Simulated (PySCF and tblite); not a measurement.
Values are calculated unless marked as measured or tabulated.
System: C₆H₈O₃, numbered as in [CH2:1]=[CH:2]/[C:3]([OH:4])=[CH:5]\[C:6](=[O:7])[O:8][CH3:9].

Geometries: GFN2-xTB; energies: PBE0/pcSseg-1 + D3(BJ), IEF-PCM cyclohexane; zero-point and thermal terms from GFN2-xTB harmonic modes (soft modes blended into free rotors). Rates follow Eyring's equation with the number of equivalent paths and no tunnelling. Programs: tblite and PySCF.

(1) What barrier does the rotation about the C2–C3 bond (torsion C1–C2–C3–O4 from 0° to 180°, rising) meet, and how fast is it at 298 K?

Results:

(1) The electronic barrier is 8.0 kcal/mol and ΔG‡(298 K) 8.0 kcal/mol, over a C1 saddle with an imaginary mode of 92i cm⁻¹ (GFN2-xTB). With 2 equivalent paths, k is 1.8×10⁷ s⁻¹, a mean lifetime of the start of 56 ns against this motion. The end lies 5.1 kcal/mol above the start in free energy.
